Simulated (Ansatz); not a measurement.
Consider the formal exchange of groups at a C–C bond: `C=C(C)CC(C)(C)C` + `CC` → `CCCC(C)(C)C` + `C=CC`.

Calculated with Ansatz (gas phase, PBE0-D4/def2-TZVP geometries, no zero-point term in ΔE). CCSD(T)/CBS adds triple-zeta CCSD(T) − MP2 to the extrapolated MP2 energy (def2 sets, frozen cores). This one scheme is used for every species. Functionals use def2-TZVPP. HSE06 is defined as in plane-wave codes. Each species was taken in one conformer, which may not be the lowest.

`C=C(C)CC(C)(C)C`:

Z-matrix (Å, degrees):
```
C
C 1 1.497
H 1 1.091 2 111.6
H 1 1.096 2 110.1 3 120.2
H 1 1.093 2 111.8 3 -121.8
C 2 1.505 1 116.9 3 177.7
C 2 1.330 1 121.3 3 -4.4
C 6 1.546 2 116.9 1 -94.3
H 6 1.096 2 108.8 1 28.0
H 6 1.095 2 109.1 1 143.8
H 7 1.085 2 121.5 1 -177.1
H 7 1.085 2 121.5 1 2.3
C 8 1.526 6 107.4 2 174.5
C 8 1.525 6 110.4 2 -66.7
C 8 1.525 6 111.6 2 54.9
H 13 1.093 8 110.8 6 178.2
H 13 1.094 8 111.1 6 -61.8
H 13 1.094 8 111.1 6 58.3
H 14 1.094 8 110.4 6 -178.3
H 14 1.092 8 111.3 6 61.7
H 14 1.094 8 111.1 6 -58.7
H 15 1.094 8 110.2 6 175.8
H 15 1.094 8 111.5 6 56.3
H 15 1.092 8 111.4 6 -64.9
```

`CC`:

```xyz
8

C    -0.351   -0.646    0.187
C     0.351    0.646   -0.187
H    -0.527   -1.274   -0.690
H     0.240   -1.231    0.896
H    -1.321   -0.453    0.652
H     0.527    1.274    0.690
H    -0.240    1.231   -0.896
H     1.321    0.453   -0.652
```

`CCCC(C)(C)C`:

```xyz
23

C    -2.801    0.661    0.819
C    -1.618    0.420   -0.103
C    -0.361    0.050    0.667
C     0.908   -0.222   -0.154
C     2.031   -0.570    0.819
C     1.312    1.015   -0.952
C     0.697   -1.396   -1.106
H    -3.701    0.926    0.259
H    -2.594    1.474    1.521
H    -3.028   -0.231    1.410
H    -1.439    1.319   -0.702
H    -1.870   -0.375   -0.812
H    -0.139    0.853    1.382
H    -0.571   -0.841    1.274
H     1.780   -1.458    1.407
H     2.964   -0.774    0.284
H     2.217    0.252    1.516
H     0.565    1.275   -1.706
H     1.444    1.880   -0.295
H     2.259    0.844   -1.473
H     0.379   -2.291   -0.561
H     1.626   -1.638   -1.630
H    -0.059   -1.176   -1.863
```

`C=CC`:

```xyz
9

C    -0.530    1.271    0.149
C    -0.542   -0.045   -0.002
C     0.668   -0.907   -0.108
H     0.403    1.826    0.206
H    -1.447    1.844    0.220
H    -1.502   -0.557   -0.054
H     0.688   -1.656    0.690
H     0.676   -1.458   -1.054
H     1.585   -0.317   -0.047
```

```csv
level,ΔE (kcal/mol),difference from CCSD(T)/CBS
PBE-D4,3.0,0.6
revPBE-D4,3.4,1.0
r2SCANh-D4,2.8,0.4
HSE06-D4,2.7,0.3
PBE,1.8,-0.6
r2SCANh,2.4,0.0
r2SCAN0,2.2,-0.2
LC-ωPBE,1.7,-0.7
RPA@PBE/def2-TZVPP,2.4,0.0
HF/CBS(def2),-0.1,-2.5
CCSD(T)/CBS,2.4,0
```

Largest T1 diagnostic among the species: 0.010.

In def2-TZVPP, CCSD(T) changes the Hartree–Fock value by +2.7 kcal/mol (the triples alone add +0.6 kcal/mol) and MP2 by +3.7 kcal/mol. Leaving LDA and LC-ωPBE aside and taking each functional with its dispersion term where it has one, the values, not all of them listed here, spread over 1.5 kcal/mol, from B2PLYP to revPBE-D4. LDA lies +1.4 kcal/mol from PBE without D4.
